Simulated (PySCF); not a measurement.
**Ionisation energy of Re(71+) by level of theory**

Re(71+) [He] 2s2 (1S) → Re(72+) [He] 2s1 (2S), as a difference of total energies. Computed with PySCF 2.14 in an even-tempered Gaussian basis (18 s from 53 bohr⁻², ratio 2.2; 8 p from 80 bohr⁻², ratio 2.4; 5 d from 240 bohr⁻², ratio 2.4; 5 f from 360 bohr⁻², ratio 2.4; 4 g from 540 bohr⁻², ratio 2.4), with scalar relativity by spin-free X2C-1e. Correlated levels: nothing frozen; virtual orbitals above 40 to 60 times the deepest correlated orbital energy dropped. The calculations carry no spin-orbit coupling.

| method | ionisation energy (eV) |
| --- | --- |
| UHF | 19982.2 |
| LDA | 19971.6 |
| PBE | 19991.3 |
| PBE0 | 19989.4 |
| r2SCAN | 19979.3 |
| PW91 | 19992.7 |
| B2PLYP | 19987.7 |
| MP2 (all electrons) | 19986.9 |
| SCS-MP2 (all electrons) | 19987.7 |

Question: How much does correlation contribute at MP2 (all electrons)?

Answer: 19986.9 − (19982.2) = 4.7 eV, measured against UHF.

For this ion Breit and QED terms and the two-electron picture change, all absent here, outweigh the differences among the correlated methods.

For comparison: 19950 ± 60 eV (theoretical estimate listed by NIST; NIST Atomic Spectra Database, ionization energies).
